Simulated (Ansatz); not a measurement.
## Abstraction of H: GeH3(CN) + NCO → GeH2(CN) + HOCN

Species: GeH3(CN), singlet; NCO (nco radical) `[N]=C=O`, doublet; GeH2(CN), doublet; HOCN `N#CO`, singlet. A radical takes H: the energy is the difference in strength between the Ge–H bond broken and the O–H bond made.

Shapes, held fixed at every level: PBE0-D4/def2-TZVP. Programs: Ansatz 0.2.0. The zero-point and thermal change to 298 K, harmonic and unscaled (PBE0-D4/def2-TZVP), is +7.3 kJ/mol.

```
             level                    kind  ΔH(298 K) (kJ/mol)  less CCSD(T)/def2-TZVPP
    MP2/def2-TZVPP     perturbation theory               -26.6                    -30.4
       HF/def2-SVP            Hartree–Fock               +31.6                    +27.8
  SPW92/def2-TZVPP                     LDA               -10.9                    -14.7
 PBE-D4/def2-TZVPP                     GGA               +10.1                     +6.3
wB97M-V/def2-TZVPP  range-separated hybrid                +3.9                     +0.1
wB97X-V/def2-TZVPP  range-separated hybrid               +17.9                    +14.1
 B2PLYP/def2-TZVPP           double hybrid                +5.3                     +1.5
CCSD(T)/def2-TZVPP   coupled cluster or CI                +3.8                      0.0
```

The highest level, CCSD(T)/def2-TZVPP, gives ΔH(298 K) = +3.8 kJ/mol; the levels span -26.6 to +31.6. That is about zero within the method's error. They disagree on the sign: 6 of 8 are positive. The column of differences is taken from that level and isn't an error. No measured value is set beside it here. Spin contamination: NCO (⟨S²⟩ up to 0.84), GeH2(CN) (⟨S²⟩ up to 0.80). Open shells run unrestricted. Relativity is left out for Ge. Outer-core shells of Ge are correlated in most correlated rows, in sets that cover them unevenly.
